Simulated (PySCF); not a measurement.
This PySCF input asks for the NMR shieldings of SMILES C1=C(P(C)CO)OC=C1, C6H9O2P; the geometry comes from PBE0-D3(BJ)/def2-SVP.

```python
import basis_set_exchange as bse
import numpy as np
from pyscf import gto, dft
from pyscf.prop import nmr

atoms = """
C    -1.446921    1.815159    0.021848
P    -0.998203    0.411778    1.139253
C    -1.974241   -0.956211    0.303289
O    -1.949207   -0.973153   -1.090263
C     0.647191   -0.007607    0.490295
C     1.858812   -0.106535    1.117718
C     2.815823   -0.480749    0.124516
C     2.120975   -0.587275   -1.041526
O     0.817899   -0.303575   -0.838248
H    -2.443737    2.185848    0.304715
H    -0.724361    2.632856    0.154440
H    -1.469775    1.497272   -1.029939
H    -3.023728   -0.831812    0.618074
H    -1.618156   -1.903790    0.756206
H    -1.023191   -0.998895   -1.365059
H     2.035311    0.069435    2.176677
H     3.882096   -0.648664    0.258901
H     2.405819   -0.844484   -2.058971
"""
names = dict.fromkeys(["C", "P", "O", "H"], "pcSseg-1")
basis = {el: gto.basis.parse(bse.get_basis(n, elements=[el], fmt="nwchem")) for el, n in names.items()}
mol = gto.M(atom=atoms, basis=basis, charge=0, verbose=0)
mf = dft.RKS(mol, xc="PBE0")
mf.grids.level = 2
mf.grids.alignment = dft.numint.BLKSIZE   # the property module wants whole blocks of grid points
mf.conv_tol = 1e-9
mf.kernel()

calc = nmr.RKS(mf)   # GIAO
C = mf.mo_coeff
Co = C[:, mf.mo_occ > 0]
resp = mf.gen_response(singlet=True, hermi=2)
def vind(x):   # induced exchange potential for any number of trial vectors
    d = np.einsum("pi,xij,qj->xpq", C, 2 * x.reshape(-1, C.shape[1], Co.shape[1]), Co, optimize=True)
    return np.einsum("xpq,pi,qj->xij", resp(d - d.transpose(0, 2, 1)), C, Co, optimize=True).ravel()
mo1, _ = nmr.rhf.solve_mo1(calc, with_cphf=vind)
sigma = calc.kernel(mo1)
for i, s in enumerate(sigma):   # ppm
    print("%2d %-2s %9.2f" % (i, mol.atom_pure_symbol(i), np.trace(s) / 3))
```

Q: What does it print?

A: 
```
 0 C     177.89
 1 P     384.49
 2 C     119.95
 3 O     314.50
 4 C      22.07
 5 C      56.97
 6 C      67.88
 7 C      33.44
 8 O      26.95
 9 H      30.55
10 H      30.55
11 H      28.63
12 H      27.38
13 H      27.17
14 H      29.49
15 H      24.33
16 H      24.73
17 H      23.70
```

These numbers come from an equivalent density-fitted implementation of the same equations, which agrees with the script to about 0.01 ppm for H and up to a few tenths of a ppm for heavy atoms, so last digits may differ.

Size and cost of the density-fitted run: 205 basis functions, 24 s wall time on 1 thread of an AMD EPYC 9R45 96-Core, shared host; peak memory 1.1 GiB.
